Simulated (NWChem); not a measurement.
System: C$_{3}$H$_{8}$N, doublet; SMILES CN[CH]C

Here is an NWChem input.

```
start job
memory heap 200 mb stack 900 mb global 1100 mb
geometry units angstroms noautosym nocenter noautoz
  C      0.504835     1.545177     0.068113
  C     -0.673076     0.667834    -0.167217
  N     -0.616815    -0.680196     0.168223
  C      0.566840    -1.458255    -0.085859
  H      1.400855     1.218750    -0.488393
  H      0.281092     2.571217    -0.257632
  H      0.801380     1.600027     1.138143
  H     -1.673205     1.101970    -0.073496
  H     -1.473928    -1.177654    -0.042112
  H      0.848839    -1.511749    -1.158301
  H      0.417883    -2.484878     0.279096
  H      1.428135    -1.043666     0.460396
end
basis spherical
  C library def2-svp
  N library def2-svp
  H library def2-svp
end
dft
  odft
  mult 2
  xc m06-2x
  iterations 150
end
cosmo
  do_cosmo_smd true
  solvent cychexan
end
task dft energy
```

Output (shortened):

```
             Northwest Computational Chemistry Package (NWChem) 7.3.0
             --------------------------------------------------------

                             Geometry "geometry" -> ""
                             -------------------------

 Output coordinates in angstroms (scale by  1.889725989 to convert to a.u.)

  No.       Tag          Charge          X              Y              Z
 ---- ---------------- ---------- -------------- -------------- --------------
    1 C                    6.0000     0.50483500     1.54517700     0.06811300
    2 C                    6.0000    -0.67307600     0.66783400    -0.16721700
    3 N                    7.0000    -0.61681500    -0.68019600     0.16822300
    4 C                    6.0000     0.56684000    -1.45825500    -0.08585900
    5 H                    1.0000     1.40085500     1.21875000    -0.48839300
    6 H                    1.0000     0.28109200     2.57121700    -0.25763200
    7 H                    1.0000     0.80138000     1.60002700     1.13814300
    8 H                    1.0000    -1.67320500     1.10197000    -0.07349600
    9 H                    1.0000    -1.47392800    -1.17765400    -0.04211200
   10 H                    1.0000     0.84883900    -1.51174900    -1.15830100
   11 H                    1.0000     0.41788300    -2.48487800     0.27909600
   12 H                    1.0000     1.42813500    -1.04366600     0.46039600

 Effective nuclear repulsion energy (a.u.)     126.9222826741

                                 NWChem DFT Module
                                 -----------------

 Summary of "ao basis" -> "ao basis" (spherical)
 ------------------------------------------------------------------------------
       Tag                 Description            Shells   Functions and Types
 ---------------- ------------------------------  ------  ---------------------
 C                          def2-svp                 6       14   3s2p1d
 N                          def2-svp                 6       14   3s2p1d
 H                          def2-svp                 3        5   2s1p

 in cosmo_initialize ...
 calling solv_data for solv:cychexan

 solvent parameters
 solvname_short: cychexan
 solvname_long:  cyclohexane
 dielec:        2.0165
 dielecinf:     2.0352
 nonaqueous SMD model solvent descriptors
 dielec:        2.0165
 sola:          0.0000
 solb:          0.0000
 solc:          0.0000
 solg:         35.4800
 solh:          0.0000
 soln:          1.4266

[...]

                                COSMO-SMD solvation results
                                ---------------------------

             internal energy in gas <Psi(g)|H|Psi(g)> =      -173.595354658692
         internal energy in solvent <Psi(s)|H|Psi(s)> =      -173.595193687665
                               delta internal energy  =         0.000160971027 (    0.10 kcal/mol)
   total free energy in solvent <Psi(s)|H+V/2|Psi(s)> =      -173.598295244293
 polarization energy contribution <Psi(s)|V/2|Psi(s)> =        -0.003101556629 (   -1.95 kcal/mol)
    total free energy in solvent including G(SMD-CDS) =      -173.599944721508
                       G(SMD-CDS) energy contribution =        -0.001649477214 (   -1.04 kcal/mol)
     1 M fixed-concentration free energy of solvation =        -0.004590062816 (   -2.88 kcal/mol)

                    DFT Final Alpha Molecular Orbital Analysis
                    ------------------------------------------

 Vector   15  Occ=1.000000D+00  E=-4.135096D-01
              MO Center= -1.5D-01,  8.5D-01, -6.4D-02, r^2= 2.8D+00
   Bfn.  Coefficient  Atom+Function         Bfn.  Coefficient  Atom+Function
  ----- ------------  ---------------      ----- ------------  ---------------
     4      0.323118   1 C  px               18     -0.307939   2 C  px
    72      0.275124   8 H  s                57      0.218199   5 H  s
    46     -0.174023   4 C  px               32     -0.159779   3 N  px
    62     -0.158444   6 H  s                 7      0.150182   1 C  px
    73      0.126880   8 H  s                77     -0.115638   9 H  s

 Vector   16  Occ=1.000000D+00  E=-3.589904D-01
              MO Center= -1.1D-01, -3.6D-01, -1.9D-03, r^2= 2.6D+00
   Bfn.  Coefficient  Atom+Function         Bfn.  Coefficient  Atom+Function
  ----- ------------  ---------------      ----- ------------  ---------------
    34      0.407349   3 N  pz               37     -0.310105   3 N  pz
    20     -0.246143   2 C  pz               82     -0.221405  10 H  s
    48      0.205695   4 C  pz               23     -0.184342   2 C  pz
    92      0.146501  12 H  s                 6      0.134532   1 C  pz
    67      0.134694   7 H  s                57     -0.127057   5 H  s

 Vector   17  Occ=1.000000D+00  E=-1.823252D-01
              MO Center= -4.7D-01,  3.1D-01, -1.4D-01, r^2= 2.2D+00
   Bfn.  Coefficient  Atom+Function         Bfn.  Coefficient  Atom+Function
  ----- ------------  ---------------      ----- ------------  ---------------
    20      0.506445   2 C  pz               23      0.489727   2 C  pz
    37     -0.375760   3 N  pz               34      0.353379   3 N  pz
    17     -0.291735   2 C  s                68     -0.226134   7 H  s
    83     -0.182785  10 H  s                67     -0.157894   7 H  s
     3      0.153086   1 C  s                82     -0.106733  10 H  s

 Vector   18  Occ=0.000000D+00  E= 9.900375D-02
              MO Center= -4.1D-01, -6.8D-01, -6.0D-02, r^2= 7.5D+00
   Bfn.  Coefficient  Atom+Function         Bfn.  Coefficient  Atom+Function
  ----- ------------  ---------------      ----- ------------  ---------------
    45      1.368906   4 C  s                 3      1.243347   1 C  s
    78     -0.892403   9 H  s                88     -0.877853  11 H  s
    31      0.683958   3 N  s                63     -0.637248   6 H  s
    73     -0.607613   8 H  s                83     -0.564077  10 H  s
    93     -0.516039  12 H  s                58     -0.449075   5 H  s

[...]
```

Level: M06-2X/def2-SVP, spin-unrestricted, SMD on the gas-phase geometry. Geometry: optimised at PBE0/def2-SVP, spin-unrestricted. No frequency run checked for a minimum. No stability test was run on the SCF state. Solvent: cyclohexane.
